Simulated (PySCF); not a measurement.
# Removing the step error of a finite difference

System: H8N2SSi2, singlet, at a GFN2-xTB geometry. Level: HF/6-31G, polarisability (PySCF). Sums are taken with unrounded values, so a last digit can differ.

Second differences of the energy in a field along z gave a polarisability along z of 51.410 bohr³ at step 0.02 and 51.610 bohr³ at step 0.05 (atomic units).

Extrapolate to zero step.

The leading error of a symmetric difference goes as h², so A(h) = A0 + c h². Then c = (51.610 - (51.410))/(0.05² - 0.02²) = 95.2 (atomic units) and A0 = 51.410 - c × 0.02² = 51.372 bohr³. The analytic value from the same program and level is 51.373 bohr³: the smaller step missed it by 0.037, the extrapolation by -0.001.
